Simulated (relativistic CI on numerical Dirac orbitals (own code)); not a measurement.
# Crystal-field levels of Mo4+, 4d2

Calculated by Dirac-Coulomb-Breit CI, separate exchange-only KLI orbitals for each configuration, model QED, valence Slater integrals scaled by 0.85, one configuration in a parametric crystal field (own radial code).

Field parameters in Wybourne normalisation: D4h B²₀ = −7Ds, B⁴₀ = 21(Dq − Dt), B⁴₄ = 21√(5/14) Dq. The field is a parameter set, without covalency.

S and J are read from ⟨S²⟩ = S(S + 1) and ⟨J²⟩ = J(J + 1) of each level; they are not fictitious spins.

D4h, 10Dq = 33900, Ds = -1500, Dt = 750 cm⁻¹, the lowest 16 levels:

| E (cm⁻¹) | Degeneracy | Irrep | S | J |
| --- | --- | --- | --- | --- |
| 0.0 | 1 | B1 | 1.00 | 2.67 |
| 29.2 | 1 | B2 | 1.00 | 2.73 |
| 520 | 2 | E | 1.00 | 3.02 |
| 902 | 1 | A1 | 0.98 | 3.27 |
| 1110 | 1 | A2 | 1.00 | 3.39 |
| 5896 | 1 | A1 | 0.08 | 3.19 |
| 8481 | 2 | E | 0.99 | 3.17 |
| 8587 | 1 | A1 | 0.99 | 3.18 |
| 11230 | 2 | E | 0.05 | 3.14 |
| 19267 | 1 | B2 | 0.02 | 3.03 |
| 19525 | 1 | B1 | 0.01 | 3.18 |
| 26780 | 1 | B1 | 1.00 | 3.30 |
| 26793 | 2 | E | 1.00 | 3.26 |
| 30229 | 1 | A1 | 0.03 | 2.99 |
| 33001 | 1 | B1 | 1.00 | 3.13 |
| 33015 | 1 | B2 | 1.00 | 3.04 |

D4h, 10Dq = 33900, Ds = -1090, Dt = 750 cm⁻¹, the lowest 16 levels:

```tsv
E (cm⁻¹)	Degeneracy	Irrep	S	J
0.0	1	B1	1.00	2.67
30.9	1	B2	1.00	2.73
515	2	E	1.00	3.02
910	1	A1	0.99	3.26
1111	1	A2	1.00	3.39
6750	1	A1	0.37	3.24
7356	2	E	0.99	3.17
7607	1	A1	0.83	3.14
11227	2	E	0.03	3.14
18067	1	B2	0.01	3.04
18315	1	B1	0.01	3.18
26384	1	B1	1.00	3.30
26398	2	E	1.00	3.26
29255	1	A1	0.02	2.99
32718	1	B1	1.00	3.16
32730	1	B2	1.00	3.07
```

D4h, 10Dq = 33900, Ds = -680, Dt = 750 cm⁻¹, the lowest 16 levels:

```tsv
E (cm⁻¹)	Degeneracy	Irrep	S	J
0.0	1	B1	1.00	2.68
32.9	1	B2	1.00	2.74
507	2	E	1.00	3.01
905	1	A1	0.99	3.23
1111	1	A2	1.00	3.40
6194	1	A1	0.97	3.25
6219	2	E	1.00	3.17
7999	1	A1	0.10	3.15
11232	2	E	0.02	3.14
16868	1	B2	0.01	3.05
17106	1	B1	0.01	3.18
25989	1	B1	1.00	3.29
26004	2	E	1.00	3.26
28314	1	A1	0.02	2.99
32352	1	B1	1.00	3.19
32360	1	B2	1.00	3.10
```

The free-ion ground term has S = 1. Every field shown keeps that spin.

Levels of this model without a field, named by their leading LS term: ³F2 0, ³F3 1461, ³F4 3142, ¹D2 11014, ³P0 11890, ³P1 12475, ³P2 13988, ¹G4 16695 cm⁻¹.
